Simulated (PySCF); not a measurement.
PySCF input (PBE0/3-21G):

```python
import numpy as np, basis_set_exchange as bse
from pyscf import gto, scf, dft, df, tdscf

basis = {'F': gto.basis.parse(bse.get_basis('3-21G', elements=['F'], fmt='nwchem')), 'O': gto.basis.parse(bse.get_basis('3-21G', elements=['O'], fmt='nwchem')), 'S': gto.basis.parse(bse.get_basis('3-21G', elements=['S'], fmt='nwchem'))}
mol = gto.M(
    atom='''
    O     1.36185604   -0.14860171   -0.35687594
    S     0.16703457   -0.00768004    0.40478800
    F    -0.63440715    1.23198408   -0.22845242
    F    -0.87308190   -1.08624028   -0.17394763
    ''',
    basis=basis,
    charge=0,
    verbose=4,
    max_memory=8640,
)
mf = dft.RKS(mol, xc='pbe0')
mf.grids.level = 3
mf = mf.density_fit(auxbasis=df.autoaux(mol))
mf.conv_tol = 1e-9
mf.max_cycle = 100
print('smallest overlap eigenvalue', np.linalg.eigvalsh(mol.intor('int1e_ovlp'))[0])
mf.kernel()
dip = mf.dip_moment()
td = tdscf.TDA(mf)
td.nstates = 4
td.kernel()
td.analyze()
osc = td.oscillator_strength()
```

Output:

```
PySCF version 2.14.0

[INPUT] verbose = 4
[INPUT] num. atoms = 4
[INPUT] num. electrons = 42
[INPUT] charge = 0
[INPUT] spin (= nelec alpha-beta = 2S) = 0
[INPUT] symmetry False subgroup None
[INPUT] Mole.unit = angstrom
[INPUT] Symbol           X                Y                Z      unit          X                Y                Z       unit  Magmom
[INPUT]  1 O      1.361856040000  -0.148601710000  -0.356875940000 AA    2.573534936685  -0.280816533542  -0.674397787047 Bohr   0.0
[INPUT]  2 S      0.167034570000  -0.007680040000   0.404788000000 AA    0.315649590634  -0.014513172226   0.764938458510 Bohr   0.0
[INPUT]  3 F     -0.634407150000   1.231984080000  -0.228452420000 AA   -1.198855764966   2.328112501024  -0.431712506294 Bohr   0.0
[INPUT]  4 F     -0.873081900000  -1.086240280000  -0.173947630000 AA   -1.649885675315  -2.052696634671  -0.328713380717 Bohr   0.0

nuclear repulsion = 192.188421527618
number of shells = 22
number of NR pGTOs = 72
number of NR cGTOs = 40
basis = {'F': [[0, [413.801, 0.05854830293], [62.2446, 0.3493080175], [13.434, 0.7096320355]], [0, [9.77759, -0.4073262777], [2.08617, 1.223137831]], [0, [0.482383, 1.0]], [1, [9.77759, 0.2466800032], [2.08617, 0.852321011]], [1, [0.482383, 1.0]]], 'O': [[0, [322.037, 0.05923939339], [48.4308, 0.3514999608], [10.4206, 0.707657921]], [0, [7.40294, -0.4044535832], [1.5762, 1.221561761]], [0, [0.373684, 1.0]], [1, [7.40294, 0.244586107], [1.5762, 0.8539553735]], [1, [0.373684, 1.0]]], 'S': [[0, [1210.62, 0.06500708187], [182.747, 0.3820398935], [39.6673, 0.6765448113]], [0, [52.2236, -0.1003099399], [11.9629, 0.06508766099], [3.28911, 0.9814544117]], [0, [1.22384, -0.2860888537], [0.457303, 1.228059372]], [0, [0.142269, 1.0]], [1, [52.2236, 0.1096459702], [11.9629, 0.4576488757], [3.28911, 0.6042608359]], [1, [1.22384, 0.1647769947], [0.457303, 0.8708549722]], [1, [0.142269, 1.0]]]}
ecp = {}
ETB for O: l = 0, exps = 0.747368 * 1.8^n , n = 0..12
ETB for O: l = 1, exps = 0.747368 * 1.8^n , n = 0..9
ETB for O: l = 2, exps = 0.747368 * 1.8^n , n = 0..6
ETB for F: l = 0, exps = 0.964766 * 1.8^n , n = 0..12
ETB for F: l = 1, exps = 0.964766 * 1.8^n , n = 0..9
ETB for F: l = 2, exps = 0.964766 * 1.8^n , n = 0..6
ETB for S: l = 0, exps = 0.284538 * 1.8^n , n = 0..16
ETB for S: l = 1, exps = 0.284538 * 1.8^n , n = 0..13
ETB for S: l = 2, exps = 0.284538 * 1.8^n , n = 0..9
smallest overlap eigenvalue 0.053026884806910694

******** <class 'pyscf.df.df_jk.DFRKS'> ********
method = DFRKS
initial guess = minao
damping factor = 0
level_shift factor = 0
DIIS = <class 'pyscf.scf.diis.CDIIS'>
diis_start_cycle = 1
diis_space = 8
diis_damp = 0
SCF conv_tol = 1e-09
SCF conv_tol_grad = None
SCF max_cycles = 100
direct_scf = False
XC library pyscf.dft.libxc version 7.1.2
    S. Lehtola, C. Steigemann, M. J. T. Oliveira, and M. A. L. Marques,  SoftwareX 7, 1–5 (2018)
XC functionals = pbe0
    C. Adamo and V. Barone,  J. Chem. Phys. 110, 6158 (1999)
    M. Ernzerhof and G. E. Scuseria,  J. Chem. Phys. 110, 5029 (1999)
radial grids:
    Treutler-Ahlrichs [JCP 102, 346 (1995); DOI:10.1063/1.469408] (M4) radial grids

becke partition: Becke, JCP 88, 2547 (1988); DOI:10.1063/1.454033
pruning grids: <function nwchem_prune>
grids dens level: 3
symmetrized grids: False
atomic radii adjust function: <function treutler_atomic_radii_adjust>
small_rho_cutoff = 0
Set gradient conv threshold to 3.16228e-05
Initial guess from minao.
tot grids = 61488
******** <class 'pyscf.df.df.DF'> ********
auxbasis = {'O': [[0, [np.float64(864.5787558737187), 1]], [0, [np.float64(480.3215310409547), 1]], [0, [np.float64(266.8452950227526), 1]], [0, [np.float64(148.24738612375145), 1]], [0, [np.float64(82.35965895763971), 1]], [0, [np.float64(45.75536608757761), 1]], [0, [np.float64(25.419647826432005), 1]], [0, [np.float64(14.122026570240003), 1]], [0, [np.float64(7.845570316800001), 1]], [0, [np.float64(4.358650176000001), 1]], [0, [np.float64(2.4214723200000003), 1]], [0, [np.float64(1.3452624000000002), 1]], [0, [np.float64(0.747368), 1]], [1, [np.float64(148.24738612375145), 1]], [1, [np.float64(82.35965895763971), 1]], [1, [np.float64(45.75536608757761), 1]], [1, [np.float64(25.419647826432005), 1]], [1, [np.float64(14.122026570240003), 1]], [1, [np.float64(7.845570316800001), 1]], [1, [np.float64(4.358650176000001), 1]], [1, [np.float64(2.4214723200000003), 1]], [1, [np.float64(1.3452624000000002), 1]], [1, [np.float64(0.747368), 1]], [2, [np.float64(25.419647826432005), 1]], [2, [np.float64(14.122026570240003), 1]], [2, [np.float64(7.845570316800001), 1]], [2, [np.float64(4.358650176000001), 1]], [2, [np.float64(2.4214723200000003), 1]], [2, [np.float64(1.3452624000000002), 1]], [2, [np.float64(0.747368), 1]]], 'F': [[0, [np.float64(1116.0715845330067), 1]], [0, [np.float64(620.0397691850035), 1]], [0, [np.float64(344.4665384361131), 1]], [0, [np.float64(191.37029913117394), 1]], [0, [np.float64(106.31683285065219), 1]], [0, [np.float64(59.06490713925121), 1]], [0, [np.float64(32.813837299584), 1]], [0, [np.float64(18.229909610880004), 1]], [0, [np.float64(10.1277275616), 1]], [0, [np.float64(5.626515312), 1]], [0, [np.float64(3.12584184), 1]], [0, [np.float64(1.7365788), 1]], [0, [np.float64(0.964766), 1]], [1, [np.float64(191.37029913117394), 1]], [1, [np.float64(106.31683285065219), 1]], [1, [np.float64(59.06490713925121), 1]], [1, [np.float64(32.813837299584), 1]], [1, [np.float64(18.229909610880004), 1]], [1, [np.float64(10.1277275616), 1]], [1, [np.float64(5.626515312), 1]], [1, [np.float64(3.12584184), 1]], [1, [np.float64(1.7365788), 1]], [1, [np.float64(0.964766), 1]], [2, [np.float64(32.813837299584), 1]], [2, [np.float64(18.229909610880004), 1]], [2, [np.float64(10.1277275616), 1]], [2, [np.float64(5.626515312), 1]], [2, [np.float64(3.12584184), 1]], [2, [np.float64(1.7365788), 1]], [2, [np.float64(0.964766), 1]]], 'S': [[0, [np.float64(3455.4161299162747), 1]], [0, [np.float64(1919.6756277312638), 1]], [0, [np.float64(1066.4864598507022), 1]], [0, [np.float64(592.4924776948345), 1]], [0, [np.float64(329.1624876082414), 1]], [0, [np.float64(182.8680486712452), 1]], [0, [np.float64(101.593360372914), 1]], [0, [np.float64(56.44075576273), 1]], [0, [np.float64(31.35597542373889), 1]], [0, [np.float64(17.419986346521604), 1]], [0, [np.float64(9.677770192512002), 1]], [0, [np.float64(5.376538995840001), 1]], [0, [np.float64(2.9869661088000004), 1]], [0, [np.float64(1.6594256160000003), 1]], [0, [np.float64(0.9219031200000001), 1]], [0, [np.float64(0.5121684000000001), 1]], [0, [np.float64(0.284538), 1]], [1, [np.float64(592.4924776948345), 1]], [1, [np.float64(329.1624876082414), 1]], [1, [np.float64(182.8680486712452), 1]], [1, [np.float64(101.593360372914), 1]], [1, [np.float64(56.44075576273), 1]], [1, [np.float64(31.35597542373889), 1]], [1, [np.float64(17.419986346521604), 1]], [1, [np.float64(9.677770192512002), 1]], [1, [np.float64(5.376538995840001), 1]], [1, [np.float64(2.9869661088000004), 1]], [1, [np.float64(1.6594256160000003), 1]], [1, [np.float64(0.9219031200000001), 1]], [1, [np.float64(0.5121684000000001), 1]], [1, [np.float64(0.284538), 1]], [2, [np.float64(56.44075576273), 1]], [2, [np.float64(31.35597542373889), 1]], [2, [np.float64(17.419986346521604), 1]], [2, [np.float64(9.677770192512002), 1]], [2, [np.float64(5.376538995840001), 1]], [2, [np.float64(2.9869661088000004), 1]], [2, [np.float64(1.6594256160000003), 1]], [2, [np.float64(0.9219031200000001), 1]], [2, [np.float64(0.5121684000000001), 1]], [2, [np.float64(0.284538), 1]]]}
init E= -669.620971283521
  HOMO = -0.343321267468588  LUMO = -0.0457761851780192  gap/eV = 8.09661
cycle= 1 E= -668.832497192834  delta_E= 0.788  |g|= 1.04  |ddm|= 2.56
  HOMO = -0.225802745832078  LUMO = -0.0190128306516879  gap/eV = 5.62704
cycle= 2 E= -668.156360253305  delta_E= 0.676  |g|= 2.09  |ddm|= 2.61
  HOMO = -0.333934015979674  LUMO = -0.0357021666610065  gap/eV = 8.11530
cycle= 3 E= -668.975320705367  delta_E= -0.819  |g|= 0.686  |ddm|= 2.03
  HOMO = -0.326654561005297  LUMO = -0.0293074056549809  gap/eV = 8.09123
cycle= 4 E= -669.061457845284  delta_E= -0.0861  |g|= 0.036  |ddm|= 0.562
  HOMO = -0.326399061159941  LUMO = -0.0255711686086522  gap/eV = 8.18594
cycle= 5 E= -669.061576333959  delta_E= -0.000118  |g|= 0.017  |ddm|= 0.0327
  HOMO = -0.326926406090007  LUMO = -0.0248172956496169  gap/eV = 8.22081
cycle= 6 E= -669.061644202869  delta_E= -6.79e-05  |g|= 0.000722  |ddm|= 0.0184
  HOMO = -0.327102265911336  LUMO = -0.0249803150811911  gap/eV = 8.22116
cycle= 7 E= -669.061644319616  delta_E= -1.17e-07  |g|= 0.000409  |ddm|= 0.00118
  HOMO = -0.327048549736197  LUMO = -0.0249321385874981  gap/eV = 8.22101
cycle= 8 E= -669.061644357178  delta_E= -3.76e-08  |g|= 5.24e-05  |ddm|= 0.000434
  HOMO = -0.327048701806754  LUMO = -0.0249362709247469  gap/eV = 8.22090
cycle= 9 E= -669.061644357912  delta_E= -7.34e-10  |g|= 4.03e-06  |ddm|= 6.97e-05
  HOMO = -0.327048476123629  LUMO = -0.024936188710746  gap/eV = 8.22089
Extra cycle  E= -669.061644357909  delta_E= 2.96e-12  |g|= 7.46e-06  |ddm|= 1.04e-05
converged SCF energy = -669.061644357909
Dipole moment(X, Y, Z, Debye): -0.45831,  0.09609,  2.08053

******** <class 'pyscf.tdscf.rks.TDA'> for <class 'pyscf.df.df_jk.DFRKS'> ********
nstates = 4 singlet
deg_eia_thresh = 1.000e-03
wfnsym = None
conv_tol = 1e-05
eigh lindep = 1e-12
eigh level_shift = 0
eigh max_cycle = 100
chkfile = tmpbo_5bcc1

Excitation energies (eV)
[6.55263971 7.5585872  8.29982823 8.58487126]

** Singlet excitation energies and oscillator strengths **
Excited State   1:      6.55264 eV    189.21 nm  f=0.0351
      16 -> 22        0.10312
      19 -> 22       -0.10349
      21 -> 22       -0.67807
Excited State   2:      7.55859 eV    164.03 nm  f=0.0094
      20 -> 22       -0.45277
      21 -> 23        0.53983
Excited State   3:      8.29983 eV    149.38 nm  f=0.0058
      19 -> 22        0.69283
Excited State   4:      8.58487 eV    144.42 nm  f=0.0011
      18 -> 23        0.11482
      20 -> 23       -0.69293

** Transition electric dipole moments (AU) **
state          X           Y           Z        Dip. S.      Osc.
  1         0.0479      0.4650     -0.0109      0.2186      0.0351
  2        -0.1656      0.0135     -0.1514      0.0505      0.0094
  3         0.0173      0.1686     -0.0040      0.0287      0.0058
  4         0.0075      0.0727     -0.0017      0.0053      0.0011

** Transition velocity dipole moments (imaginary part, AU) **
state          X           Y           Z        Dip. S.      Osc.
  1         0.0047      0.0452     -0.0011      0.0021      0.0057
  2         0.0101     -0.0016     -0.0239      0.0007      0.0016
  3        -0.0036     -0.0351      0.0008      0.0012      0.0027
  4        -0.0048     -0.0469      0.0011      0.0022      0.0047

** Transition magnetic dipole moments (imaginary part, AU) **
state          X           Y           Z
  1         0.9370     -0.0998     -0.1402
  2         0.0380      0.3695     -0.0087
  3         0.3550     -0.0250      0.4913
  4        -0.1451      0.0263      0.4814
```
